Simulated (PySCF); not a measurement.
CH5N2S, SMILES [NH3+]C(=S)N, charge +1. Atoms are numbered in the order given.

```xyz
9

N      1.2458    -0.9763     0.0000
C      0.1443    -0.2175     0.0000
N     -1.1182    -1.0976     0.0000
S     -0.0543     1.3856     0.0000
H      1.2559    -1.9921     0.0000
H      2.1472    -0.5039     0.0000
H     -1.9247    -0.4532     0.0000
H     -1.1847    -1.6988     0.8386
H     -1.1847    -1.6988    -0.8386
```
Charge +1, spin multiplicity 1.

Coordinates come from a B3LYP-D3(BJ)/def2-SVP optimisation. The isomer is the one that the SMILES or the coordinates give; other isomers of the formula were not compared. One conformer was computed; it need not be the lowest.

Method: ωB97X/def2-TZVP in PySCF.

Symmetry labels are those of the subgroup Cs that the program uses (full group Cs).

Computed valence orbital energies around the gap with their symmetry:
```json
[
 {"orbital": "HOMO−7", "symmetry": "A\"", "energy (eV)": "-24.84"},
 {"orbital": "HOMO−6", "symmetry": "A'", "energy (eV)": "-24.59"},
 {"orbital": "HOMO−5", "symmetry": "A'", "energy (eV)": "-23.93"},
 {"orbital": "HOMO−4", "symmetry": "A'", "energy (eV)": "-21.91"},
 {"orbital": "HOMO−3", "symmetry": "A\"", "energy (eV)": "-18.97"},
 {"orbital": "HOMO−2", "symmetry": "A'", "energy (eV)": "-18.76"},
 {"orbital": "HOMO−1", "symmetry": "A\"", "energy (eV)": "-14.53"},
 {"orbital": "HOMO", "symmetry": "A'", "energy (eV)": "-14.25"},
 {"orbital": "LUMO", "symmetry": "A\"", "energy (eV)": "-4.30"},
 {"orbital": "LUMO+1", "symmetry": "A'", "energy (eV)": "-2.98"},
 {"orbital": "LUMO+2", "symmetry": "A'", "energy (eV)": "-1.48"},
 {"orbital": "LUMO+3", "symmetry": "A'", "energy (eV)": "-1.09"}
]
```
